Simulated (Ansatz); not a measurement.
Geometry optimisation, RKS PBE0-D4/def2-SVP in Ansatz.

The input (input.yaml):

```yaml
crystal:
  periodic: [false, false, false]
  atoms:
    - { symbol: C, position_ang: [2.0706, -0.1174, 1.7374] }
    - { symbol: C, position_ang: [1.2766, -0.3255, 0.8136] }
    - { symbol: Si, position_ang: [0.0877, -0.7096, -0.6215] }
    - { symbol: C, position_ang: [-1.2525, 0.4914, -0.6788] }
    - { symbol: C, position_ang: [-2.2506, 1.2375, -0.7348] }
    - { symbol: H, position_ang: [2.6789, 0.1671, 2.5335] }
    - { symbol: H, position_ang: [0.8976, -0.6485, -1.8844] }
    - { symbol: H, position_ang: [-0.3503, -2.0823, -0.4718] }
    - { symbol: H, position_ang: [-3.0696, 1.9409, -0.7103] }
basis:
  gaussian: { orbitals: def2-SVP }
hamiltonian:
  xc: pbe0
  dispersion: d4
relax:
  f_tol: 0.02
  max_steps: 50
output:
  orbitals: {}
```

Command:

```bash
$ ansatz run input.yaml --threads 2 --pin off --max-ram 3072MiB --backend cpu --events-out ev --progress --plain --runs-dir out
```

**Question.** Where does it end, and by what steps?

**Answer.** The forces met the threshold. After 3 steps the energy has fallen by 0.208 eV; C1 moved furthest, 0.09 Å.

```csv
step,energy less start (eV),largest force component (eV/Å),accepted
0,0.0000,2.992,yes
1,-0.1770,0.814,yes
2,-0.1973,0.244,yes
3,-0.2083,0.005,yes
```

```xyz
9
Properties=species:S:1:pos:R:3
C 2.003 -0.070 1.707
C 1.256 -0.322 0.780
Si 0.141 -0.716 -0.620
C -1.261 0.464 -0.656
C -2.199 1.238 -0.688
H 2.662 0.156 2.527
H 0.901 -0.620 -1.898
H -0.387 -2.100 -0.454
H -3.028 1.924 -0.715
```

Whether the end is a true minimum wasn't checked by a vibrational analysis.

Time of the run: 6.8 s on 2 threads of Intel(R) Xeon(R) Platinum 8488C (Sapphire Rapids), with other jobs on the host, peak memory 0.2 GiB.
